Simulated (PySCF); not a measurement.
Computed Raman spectrum (relative Raman activity) of a molecule CH₉GeNSi. The structure is a stationary point at PBE0-D3(BJ)/def2-SVP. Other conformers were not sampled. These are PBE0-D3(BJ)/def2-SVP (PySCF 2.14.0) values and carry that method's errors. Frequencies are harmonic and unscaled.

```json
[
 {"ν (cm⁻¹)": "537", "relative intensity": "6.4"},
 {"ν (cm⁻¹)": "644", "relative intensity": "5.5"},
 {"ν (cm⁻¹)": "689", "relative intensity": "6.0"},
 {"ν (cm⁻¹)": "725", "relative intensity": "5.7"},
 {"ν (cm⁻¹)": "847", "relative intensity": "5.0"},
 {"ν (cm⁻¹)": "868", "relative intensity": "8.0"},
 {"ν (cm⁻¹)": "871", "relative intensity": "8.1"},
 {"ν (cm⁻¹)": "898", "relative intensity": "9.5"},
 {"ν (cm⁻¹)": "918", "relative intensity": "9.6"},
 {"ν (cm⁻¹)": "993", "relative intensity": "9.1"},
 {"ν (cm⁻¹)": "1430", "relative intensity": "10"},
 {"ν (cm⁻¹)": "2128", "relative intensity": "52"},
 {"ν (cm⁻¹)": "2156", "relative intensity": "68"},
 {"ν (cm⁻¹)": "2165", "relative intensity": "70"},
 {"ν (cm⁻¹)": "2177", "relative intensity": "70"},
 {"ν (cm⁻¹)": "2207", "relative intensity": "100"},
 {"ν (cm⁻¹)": "3058", "relative intensity": "58"},
 {"ν (cm⁻¹)": "3159", "relative intensity": "32"},
 {"ν (cm⁻¹)": "3169", "relative intensity": "34"},
 {"ν (cm⁻¹)": "3635", "relative intensity": "41"}
]
```

### Question
Identify the compound among the candidates.
A. [NH2][GeH2][CH2][SiH3]
B. C[SiH2][NH][GeH3]
C. NC[SiH2][GeH3]
D. C[SiH2][GeH2][NH2]

### Answer
B, C[SiH2][NH][GeH3]
